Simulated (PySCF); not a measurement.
Al(Cl)(F)(OSiH3) (AlClFH3OSi), SMILES [Al]([F])([O][SiH3])[Cl]. Heavy atoms are numbered as in [Al:1]([Cl:2])([F:3])[O:4][SiH3:5]. Hydrogens are named by the atom that carries them.

Geometry optimised at B3LYP-D3(BJ)/def2-SVP. The structure was generated by enumeration; whether it is a known compound was not checked. Other conformers were not sampled.

Method: KT2/pcSseg-1 (PySCF).

GIAO shieldings, no solvent; atoms alike by connectivity are averaged. δ = σ(ref) − σ: ³⁵Cl against HCl (σ = 945.4 ppm); ¹⁹F against CFCl3 (σ = 127.1 ppm); ¹⁷O against H2O (σ = 330.4 ppm); ²⁹Si against TMS (σ = 361.9 ppm); ¹H against TMS (σ = 31.47 ppm), references at their B3LYP-D3(BJ)/def2-TZVP geometries, non-relativistic (without spin–orbit terms, shifts of atoms bonded to Cl or Br come out too high).

```
nucleus       atoms  count  δ (ppm)
-------  ----------  -----  -------
³⁵Cl            Cl2      1    -54.3
¹⁹F              F3      1   -201.1
¹⁷O              O4      1     23.6
²⁹Si     Si5 (SiH3)      1    -31.1
¹H         H on Si5      3     5.55
```
